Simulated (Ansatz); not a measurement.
Calculated with Ansatz (gas phase, PBE0-D4/def2-TZVP geometries, no zero-point term in ΔE). CCSD(T)/CBS adds triple-zeta CCSD(T) − MP2 to the extrapolated MP2 energy (def2 sets, frozen cores). This one scheme is used for every species. Functionals use def2-TZVPP. B3LYP here is the variant with VWN-RPA as its local correlation; programs differ in this. HSE06 is defined as in plane-wave codes. One conformer a species, not always the lowest.

Consider the formal loss of a carbene: `FBCF` → `BF` + `[CH]F`.

`FBCF`:

Cartesian coordinates in Å:
```
F -0.516 1.745 0.597
B 0.312 0.828 0.146
C -0.177 -0.632 -0.127
F -1.514 -0.849 0.145
H 1.455 1.139 -0.052
H 0.423 -1.337 0.468
H 0.017 -0.894 -1.177
```

`BF`:

Cartesian coordinates in Å:
```
B 0.034 -0.034 0.011
F -0.876 0.871 -0.281
H -0.120 -0.681 1.007
H 0.961 -0.156 -0.737
```

`[CH]F`:

Cartesian coordinates in Å:
```
C -0.092 -0.269 -0.422
F -0.154 0.996 -0.128
H 0.246 -0.726 0.550
```

```
             level  ΔE (kJ/mol)  difference from CCSD(T)/CBS
       LDA (SPW92)        473.4                         75.3
            PBE-D4        419.7                         21.6
         revPBE-D4        405.6                          7.5
           BLYP-D4        388.7                         -9.4
            B97M-V        409.4                         11.3
           PBE0-D4        426.9                         28.8
        r2SCANh-D4        426.7                         28.6
        r2SCAN0-D4        429.0                         30.9
          BHLYP-D4        404.8                          6.7
           ωB97X-V        405.4                          7.3
           ωB97M-V        399.5                          1.4
            B2PLYP        399.2                          1.1
               PBE        415.5                         17.4
            revPBE        391.5                         -6.6
              BLYP        379.2                        -18.9
            r2SCAN        424.0                         25.9
              PBE0        423.4                         25.3
             B3LYP        393.9                         -4.2
           r2SCANh        425.6                         27.5
           r2SCAN0        427.8                         29.7
             HSE06        423.5                         25.4
             BHLYP        400.1                          2.0
         CAM-B3LYP        405.9                          7.8
           LC-ωPBE        423.1                         25.0
RPA@PBE/def2-TZVPP        361.1                        -37.0
       HF/def2-SVP        368.9                        -29.2
      MP2/def2-SVP        417.3                         19.2
     CCSD/def2-SVP        392.1                         -6.0
  CCSD(T)/def2-SVP        391.5                         -6.6
     HF/def2-TZVPP        354.6                        -43.5
    MP2/def2-TZVPP        416.7                         18.6
SCS-MP2/def2-TZVPP        398.1                          0.0
   CCSD/def2-TZVPP        389.6                         -8.5
CCSD(T)/def2-TZVPP        391.1                         -7.0
     HF/def2-QZVPP        354.1                        -44.0
    MP2/def2-QZVPP        420.6                         22.5
SCS-MP2/def2-QZVPP        401.8                          3.7
      HF/CBS(def2)        354.0                        -44.1
     MP2/CBS(def2)        423.7                         25.6
    CCSD/CBS(def2)        396.6                         -1.5
       CCSD(T)/CBS        398.1                            0
```

Largest T1 diagnostic among the species: 0.018.

At CCSD(T), def2-SVP lies −6.6 kJ/mol from the extrapolated value and def2-TZVPP −7.0 kJ/mol. From r2SCAN to r2SCAN0 (25 % exact exchange), in def2-TZVPP and without D4, ΔE moves by +3.7 kJ/mol.
